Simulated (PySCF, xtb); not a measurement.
chloro(silyloxy)silane (ClH5OSi2), SMILES [SiH3]O[SiH2]Cl.

GFN2-xTB (xtb) at its own geometry gives an orbital gap of 5.77 eV and a dipole moment of 1.93 D.

Geometry optimised at B3LYP-D3(BJ)/def2-SVP. One conformer was computed; it need not be the lowest.

Question: What does PBE/def2-TZVP run with PySCF give? (An estimate is asked for; the answer gives what the named calculation found.)

Answer: gap 6.30 eV (levels -7.36 and -1.07 eV), dipole 0.89 D.
